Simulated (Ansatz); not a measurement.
Coupled-cluster run, `[OH][SnH2][SH]`.

```yaml
crystal:
  periodic: [false, false, false]
  atoms:
    - {symbol: O, position_ang: [-1.593503, -0.442812, -0.504030]}
    - {symbol: Sn, position_ang: [0.002911, 0.630957, -0.111154]}
    - {symbol: S, position_ang: [1.813557, -0.855307, 0.402763]}
    - {symbol: H, position_ang: [-1.410838, -1.173135, -1.100353]}
    - {symbol: H, position_ang: [0.488540, 1.494999, -1.497482]}
    - {symbol: H, position_ang: [-0.481098, 1.561423, 1.224069]}
    - {symbol: H, position_ang: [1.241531, -1.284124, 1.540386]}
basis:
  gaussian: {orbitals: def2-SVP}
correlation: {method: ccsd_t}
```

```sh
$ ansatz run in.yaml --threads 2 --pin off --events-out ev --progress --plain --max-ram 4352MiB
```

Output of Ansatz, abridged:

```
Functional definition: HF
838 factors; integrals over basis functions are off by at most 6.4e-4 eV
mean field evaluation 1: about -18715.7090 eV, gradient 3.7e1 eV
mean field evaluation 2: about -18715.7227 eV, gradient 3.7e1 eV
mean field evaluation 4: about -18718.6869 eV, gradient 2.5e0 eV
mean field evaluation 8: about -18718.7163 eV, gradient 2.1e-4 eV
mean field -18718.71626561 eV, -687.9001347596 hartree, gradient 4.9e-6 eV, S^2 0.000000; 0 other end points of the search recorded, 0 dependent functions left out
10 core orbitals not correlated: weight in the atoms' cores, before any rotation towards them, 1.000 or more for the frozen orbitals, at most 0.000 for the correlated occupied ones
reference -18718.71626561 eV, -687.9001347596 hartree; 15, 15 occupied and 53, 53 virtual orbitals, 838 factors
second order -11.92498903 eV of doubles, -0.00000000 eV of singles
cycle   1  -12.47000818 eV  change   -5.5e-1 eV  update   9.0e-2
cycle   2  -12.81815776 eV  change   -3.5e-1 eV  update   2.8e-2
cycle   3  -12.91446089 eV  change   -9.6e-2 eV  update   1.6e-2
cycle   4  -12.91219819 eV  change    2.3e-3 eV  update   3.4e-3
cycle   5  -12.91093330 eV  change    1.3e-3 eV  update   1.4e-3
cycle   6  -12.91093588 eV  change   -2.6e-6 eV  update   4.8e-4
cycle   7  -12.91074582 eV  change    1.9e-4 eV  update   1.8e-4
cycle   8  -12.91072378 eV  change    2.2e-5 eV  update   5.2e-5
cycle   9  -12.91074107 eV  change   -1.7e-5 eV  update   1.9e-5
perturbative correction -0.32260784 eV, -0.0118556195 hartree
Total energy: -18731.94961453 eV, -688.3864513623 hartree
```

Hardware: 2 threads of an AMD EPYC 9B14 on a shared host. Wall time 2.3 s, peak host memory 0.25 GiB.

Correlation energy per correlated electron: -0.441 eV. T1 diagnostic: 0.0109.
